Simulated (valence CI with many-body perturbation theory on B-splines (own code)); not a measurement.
Values are calculated unless marked as measured or tabulated.
Hg⁴¹⁺: what each term of the Hamiltonian does

Level of theory: configuration interaction combined with many-body perturbation theory (CI+MBPT): three valence electrons over a frozen Dirac-Fock core [Kr], radial functions for each j: 9 s, 9 p, 10 d, 8 f, 5 g, 3 h, 1 i, with the one-electron correlation potential Σ1 (screened to all orders), the two-electron term Σ2, the three-electron term Σ3, Breit, model QED; selected single and double excitations, second order for the rest (own B-spline code, finite nucleus).

No measured spectrum was set against this ion. As an estimate, large intervals hold to a few tenths of a per cent, small ones and those within an open d or f shell to about a per cent. Only levels of the ground parity were solved; by the run's estimate the other parity begins above the list, which can be wrong where configurations are misplaced.

Each rung adds one term. CI alone is the Dirac-Coulomb CI over the frozen core; QED comes last and gives the full result, which names the levels. Energies are above (4d3/2^3) J=3/2 on the same rung, in cm⁻¹.

Levels are named by their leading jj configuration (3d3/2^4 stands for four electrons in 3d with j = 3/2), which in mixed levels can hold well under half, so a name can repeat and another be missing. Letters in brackets count levels of one name in rising energy.

```tsv
Level	CI alone	+ Σ1	+ Σ2	+ Σ3	+ Breit	Full
(4d3/2^2 4d5/2) J=5/2 [a]	198780	199686	200145	200309	195784	196372
(4d3/2^2 4d5/2) J=3/2	219659	220548	220078	220590	216408	216985
(4d3/2^2 4d5/2) J=7/2	238188	239131	237559	237398	231947	232546
(4d3/2^2 4d5/2) J=9/2	240877	241812	239286	239264	233439	234025
(4d3/2^2 4d5/2) J=1/2	239116	240015	239020	239528	235121	235704
(4d3/2^2 4d5/2) J=5/2 [b]	318454	319411	317283	316876	312260	312877
(4d3/2 4d5/2^2) J=7/2 [a]	430315	432113	432589	432646	423506	424674
(4d3/2 4d5/2^2) J=9/2	449190	451022	450301	450473	440470	441652
(4d3/2 4d5/2^2) J=3/2 [a]	461388	463186	464046	463867	455355	456529
(4d3/2 4d5/2^2) J=1/2	472025	473831	473978	474471	465736	466912
(4d3/2 4d5/2^2) J=5/2 [a]	479241	481017	479368	478863	470240	471393
(4d3/2 4d5/2^2) J=11/2	486323	488175	484975	484959	474267	475445
(4d3/2 4d5/2^2) J=5/2 [b]	509924	511770	509904	509292	500097	501286
(4d3/2 4d5/2^2) J=7/2 [b]	514786	516612	513386	513007	503451	504621
(4d3/2 4d5/2^2) J=3/2 [b]	576838	578687	579086	578396	569856	571056
(4d5/2^3) J=9/2	677883	680602	681093	680937	666927	668694
(4d5/2^3) J=3/2	723303	725989	725806	725438	712530	714281
(4d5/2^3) J=5/2	757639	760315	762256	761385	748598	750349
```

**Question.** How does the ionisation energy move along the ladder, and which term matters most?

**Answer.** CI alone 1986.5, + Σ1 1989.5, + Σ2 1991.2, + Σ3 1991.2, + Breit 1989.7, + QED 1989.9 eV. The largest step is Σ1, 2.9 eV. NIST lists 1989 ± 4 eV (theoretical).
